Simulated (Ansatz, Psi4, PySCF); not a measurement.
Complex: HF (SMILES F) (first 2 atoms) with CH4O (SMILES CO); geometry from B3LYP-D3(BJ)/def2-TZVP, rigid monomers moved along the line of their centres of mass till H2···O4 is 2.29 Å.
(charge 0, multiplicity 1):
```
atom    x (Å)    y (Å)   z (Å)
----  -------  -------  ------
F      0.0851   0.0129  0.2358
H     -0.2159  -0.0603  1.1336
C      0.4929   0.4135  4.1704
O     -0.5764  -0.1462  3.3966
H      0.2213   0.4656  5.2265
H      0.6519   1.4206  3.7926
H      1.4147  -0.1605  4.0514
H     -0.7514  -1.0461  3.6920
```

Monomers are frozen at their geometry in the pair; levels with a basis set take the counterpoise correction. Rows marked so take none.

Frozen-core correlation. CBS(a, b) extrapolates the correlation energy as X⁻³ and adds the Hartree–Fock energy of set b. Rows in 3-21G, 6-31G* carry no dispersion term and start afresh at each structure (6-31G* with six Cartesian d functions).

The values were computed with Ansatz (Gaussian orbitals); Psi4 for SAPT; PySCF for 3-21G rows, 6-31G* rows, the dispersion terms. 

```tsv
level	interaction energy (kJ/mol)
HF/6-31G*	-26.9
BP86/6-31G* (no counterpoise)	-30.0
r2SCAN/def2-TZVPPD	-26.7
B3LYP/3-21G (no counterpoise)	…
PBE0/def2-TZVPPD	-26.1
PBE0-D4/def2-TZVPPD	-27.4
MP2/aug-cc-pVTZ	-26.3
MP2/CBS(aug-cc-pVDZ, aug-cc-pVTZ) + ΔCCSD(T)/aug-cc-pVDZ	-26.5
SAPT0/jun-cc-pV(D+d)Z	…
```

Question: Fill in the missing entries.

Answer: 
- B3LYP/3-21G (no counterpoise), interaction energy (kJ/mol): -43.6
- SAPT0/jun-cc-pV(D+d)Z, interaction energy (kJ/mol): -29.0

Ansatz is an electronic-structure program.
